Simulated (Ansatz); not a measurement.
System: C3H3F4 (charge 0, doublet). It need not be the lowest isomer of its formula. 
Coordinates optimised at B3LYP-D3(BJ)/def2-TZVP (Ansatz, a program for electronic structure):
```xyz
10

F      1.9941     0.8512    -1.1601
C      1.1106     0.5752    -0.2000
F      1.7511     0.2764     0.9381
C      0.0353    -0.3833    -0.5892
C     -1.0751    -0.4585     0.4385
F     -1.7608     0.7207     0.4792
F     -1.9583    -1.4324     0.0659
H      0.4629    -1.3870    -0.7105
H     -0.3918    -0.0741    -1.5430
H     -0.7308    -0.6826     1.4496
```
Charge 0, spin multiplicity 2.

Dipole moments at this geometry, in debye (magnitudes).

| level | program | dipole (D) |
|---|---|---|
| PBE/def2-TZVPD | Ansatz | 1.21 |
| BLYP/def2-TZVPD | Ansatz | 1.20 |
| revPBE/def2-TZVPD | Ansatz | 1.19 |
| r2SCAN/def2-TZVPD | Ansatz | 1.19 |
| B3LYP/def2-TZVPD | Ansatz | 1.22 |
| PBE0/def2-TZVPD | Ansatz | 1.22 |
| BHLYP/def2-TZVPD | Ansatz | 1.22 |
| r2SCAN0/def2-TZVPD | Ansatz | 1.19 |
| HSE06/def2-TZVPD | Ansatz | 1.21 |
| CAM-B3LYP/def2-TZVPD | Ansatz | 1.24 |
| LC-wPBE/def2-TZVPD | Ansatz | 1.25 |
| wB97M-V/def2-TZVPD | Ansatz | 1.23 |
| CCSD(T)/aug-cc-pVDZ | Ansatz | 1.18 |
